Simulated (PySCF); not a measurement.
Compound: C5H8Si.
InChI=1S/C5H8Si/c1-2-5-3-6-4-5/h1,5H,3-4,6H2

The closed-shell ground state was solved at several levels (PySCF, density fitting, gas phase, non-relativistic). Geometry: PBE0-D3(BJ)/def2-SVP, one conformer, isolated molecule.

```json
{"level": "PBE0/pcSseg-1", "basis functions": "149", "total energy (Eh)": "-484.3467", "HOMO (eV)": "-7.54", "LUMO (eV)": "0.15", "gap (eV)": "7.69", "dipole (D)": "0.48"}
{"level": "B3LYP/6-31G*", "basis functions": "104", "total energy (Eh)": "-484.7383", "HOMO (eV)": "-6.92", "LUMO (eV)": "0.26", "gap (eV)": "7.18", "dipole (D)": "0.20"}
{"level": "PBE0/def2-SVPD", "basis functions": "188", "total energy (Eh)": "-484.1607", "HOMO (eV)": "-7.55", "LUMO (eV)": "0.05", "gap (eV)": "7.60", "dipole (D)": "0.42"}
```

What might mPW1PW91/pcSseg-2 (335 basis functions) give for the same quantities?

Total energy -484.7966 Eh, HOMO -7.55 eV, LUMO -0.11 eV, gap 7.44 eV, dipole 0.46 D.

Over all these levels, which gives the widest orbital gap and which the narrowest?

PBE0/pcSseg-1 (global hybrid, 25 % exact exchange) has the widest, 7.69 eV, and B3LYP/6-31G* (global hybrid, 20 % exact exchange) the narrowest, 7.18 eV. Functional and basis both differ between the two, so the spread mixes both effects.

How far do the dipole and the HOMO energy spread over the levels?

The dipole runs from 0.20 to 0.48 D (mean 0.39 D) and the HOMO from -7.55 to -6.92 eV.
